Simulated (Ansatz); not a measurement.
Species: PbH4, net charge 0, singlet state. 
Geometry from a B3LYP-D3(BJ)/def2-TZVP (Ansatz, a program for electronic structure) optimisation:
```xyz
5

Pb     0.0000     0.0000     0.0000
H      1.0223     1.0297     0.9962
H      1.0100    -1.0286    -1.0098
H     -1.0236     1.0025    -1.0223
H     -1.0087    -1.0036     1.0359
```

**Question.** Give the harmonic wavenumbers at B3LYP-D3(BJ)/def2-TZVP (Ansatz, finite differences of forces, unscaled).

**Answer.** 610, 610, 610, 684, 684, 1823, 1846, 1846, 1846 cm⁻¹. Zero-point energy 15.1 kcal/mol.

**Question.** From these and the geometry, give the ideal-gas thermochemistry at 298.15 K and 1 atm (rigid rotor, harmonic oscillator).

**Answer.** Point group Td, rotational symmetry number 12. Rotational constants 60.69, 60.69, 60.69 GHz. S(trans) 41.95, S(rot) 12.98, S(vib) 1.96, S(elec, spin only) 0.00, S 56.9 cal/(mol K). H(298) - H(0) 2.81 kcal/mol; G - E(el) 0.9 kcal/mol.
